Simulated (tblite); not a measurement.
Compound: C7H16BNO.
Numbering: `[CH3:1][C:2]#[N+:3][BH2-:4][O:5][C@H:6]([CH3:7])[CH2:8][CH2:9][CH3:10]` (hydrogens: H11, H12, H13 on C1; H14, H15 on B4; H16 on C6; H17, H18, H19 on C7; H20, H21 on C8; H22, H23 on C9; H24, H25, H26 on C10)

Structure used (GFN2-xTB), in Å, numbered top down from 1:
```
atom  x, y, z in Å
C1     2.9204   -1.7424   -0.3235
C2     2.5033   -0.3754   -0.2912
N3     2.1893    0.7282   -0.2683
B4     1.3283    2.0032    0.1281
O5     0.1725    1.4436    0.7535
C6    -0.9548    1.1170   -0.0147
C7    -1.8656    2.3388   -0.1868
C8    -1.7146   -0.0157    0.6927
C9    -0.9077   -1.3103    0.7912
C10   -0.8151   -2.0564   -0.5354
H11    2.2040   -2.3309   -0.8962
H12    2.9748   -2.1318    0.6931
H13    3.9025   -1.8154   -0.7900
H14    1.1819    2.5701   -0.9125
H15    2.0272    2.5444    0.9205
H16   -0.6488    0.7759   -1.0185
H17   -2.2124    2.6771    0.7865
H18   -1.3046    3.1455   -0.6512
H19   -2.7232    2.0943   -0.8094
H20   -1.9477    0.3313    1.7010
H21   -2.6526   -0.2033    0.1663
H22    0.0915   -1.0588    1.1534
H23   -1.3777   -1.9660    1.5286
H24   -0.3088   -1.4555   -1.2875
H25   -1.8108   -2.2921   -0.9053
H26   -0.2723   -2.9925   -0.4114
```

Computed values, GFN2-xTB/tblite, gas phase, harmonic and unscaled. The method is semi-empirical: single wavenumbers can be off by several per cent or more. Modes of hydrogen on boron can be 10 to 20 % off. One conformer, not necessarily the lowest. The optimisation stopped once no atom felt more than 0.01 eV/Å.

Lowest wavenumbers of the output (negative numbers stand for imaginary wavenumbers):
```
mode    cm-1
  1     -44.9
  2      25.9
  3      55.7
  4      77.1
  5      97.7
  6     121.2
  7     130.6
  8     195.6
```

**Question.** Is this structure a minimum?

**Answer.** Not by this Hessian. 1 mode is imaginary beyond 20i (45i cm⁻¹), so at this level the point lies at or near a first-order saddle. The curvature is small, so loose convergence or finite differences may be the whole cause.

**Question.** Which atoms move in the imaginary mode?

**Answer.** 45i: H12 (methyl hydrogen) 34 %, H11 (methyl hydrogen) 31 %, H13 (methyl hydrogen) 28 %. These are shares of the mass-weighted motion.

**Question.** What is the remedy?

**Answer.** Step along that mode in both directions, optimise again with tighter thresholds and repeat the frequencies. The zero-point energy of this point (138.1 kcal/mol) counts the 71 real modes alone, and thermal corrections from it aren't those of a minimum.

Hardware: one thread, Arm Neoverse V1 (aarch64), on a shared host. Cost: 1.3 s. This covers the Hessian and the dipole derivatives.
